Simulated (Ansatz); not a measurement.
Saddle point of SiNH3SF2, singlet (SiNH₃SF₂ ([NH2][Si]([F])([F])[SH]) → SiNHF₂ ([NH][Si]([F])[F]) + H₂S (still joined by a long Si–S bond); bonds formed: S2–H4; bonds broken: N3–H4; bonds weakened to dative contacts: Si1–S2), PBE0-D4/def2-TZVP structure:

Si1  (-0.199, -0.224, 0.718)
S2  (1.030, 1.187, -0.687)
N3  (-1.343, -0.402, -0.376)
H4  (0.082, 0.629, -1.503)
F5  (0.940, -1.282, 1.066)
F6  (-0.273, 0.626, 2.059)
H7  (2.000, 0.315, -1.022)
H8  (-2.236, -0.849, -0.253)
(Å)

Energies are electronic, without zero-point energy. Barriers and step energies count from the start structure reached by relaxing down the imaginary mode; all methods use the PBE0-D4 structures, on which another method's saddle can fall below an end. Computed with Ansatz 0.2.0 (basis: def2-TZVPP, with def2-QZVPP for the basis limit); correlated methods freeze the cores. B3LYP uses VWN-RPA correlation. Extrapolation: Hartree–Fock as exp(−7.88 √X), correlation as X^−2.97.

```tsv
method	barrier (kcal/mol)	step energy (kcal/mol)
SPW92	61.11	62.50
PBE-D4	61.59	60.99
BLYP-D4	61.43	59.53
r2SCAN-D4	65.87	64.48
B97M-V	67.73	66.10
PBE0-D4	67.03	66.17
B3LYP-D4	?	64.09
r2SCAN0-D4	69.40	67.98
BHLYP-D4	71.71	69.40
CAM-B3LYP-D4	68.34	66.68
wB97X-V	68.96	67.56
wB97M-V	67.65	66.39
B2PLYP	67.01	65.17
PBE-QIDH	69.61	68.64
RPA on PBE	?	64.19
HF	?	74.29
MP2	67.53	66.40
CCSD	70.19	68.07
CCSD(T)	68.09	66.44
```

Task: Fill in the withheld barriers. (Judge from chemistry; the value comes from the calculation.)

Result: The calculation gives: RPA on PBE 66.28; HF 78.59; B3LYP-D4 66.05 kcal/mol. Each is the energy of the saddle less that of the start structure, by the same method.

For comparison, the barrier by CCSD(T) at an estimated basis limit (MP2 extrapolated from triple and quadruple zeta, plus CCSD(T) − MP2 in triple zeta) is 67.78 kcal/mol.

No T1 diagnostic of these runs exceeds 0.014.

Labels in which every atom is bracketed show which atoms are joined, not bond orders.

For scale, one of the runs: CCSD(T)/def2-TZVPP, 219 basis functions (an equivalent command: `ansatz run in.yaml --threads 4`). The run took 92 s on 4 CPU threads (shared host), with 3.3 GiB of host memory at its peak.
